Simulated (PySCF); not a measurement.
C₃H₄FNSSi, SMILES Fc1scnc1[SiH3]. Geometry: PBE-D3(BJ)/def2-SVP. The structure was generated by enumeration, and PubChem lists no compound with its InChIKey, so it may never have been made.

Computed equilibrium geometry at PBE-D3(BJ)/def2-SVP (PySCF confirms it by a frequency run) as bond lengths and angles, and its point group:
point group Cs.
Atoms: F1 C2 S3 C4 N5 C6 Si7 H8 H9 H10 H11. Bond lengths (Å): F1–C2 1.327, C2–S3 1.750, C2–C6 1.384, S3–C4 1.761, C4–N5 1.304, C4–H8 1.101, N5–C6 1.385, C6–Si7 1.885, Si7–H9 1.502, Si7–H10 1.502, Si7–H11 1.502. Bond angles (°): F1–C2–S3 120.3, F1–C2–C6 127.5, S3–C2–C6 112.2, C2–S3–C4 87.0, S3–C4–N5 115.6, S3–C4–H8 119.5, N5–C4–H8 124.9, C4–N5–C6 112.3, C2–C6–N5 112.8, C2–C6–Si7 126.8, N5–C6–Si7 120.3, C6–Si7–H9 109.8, C6–Si7–H10 109.0, C6–Si7–H11 109.8, H9–Si7–H10 109.6, H9–Si7–H11 109.0, H10–Si7–H11 109.6.
Charge 0, spin multiplicity 1.
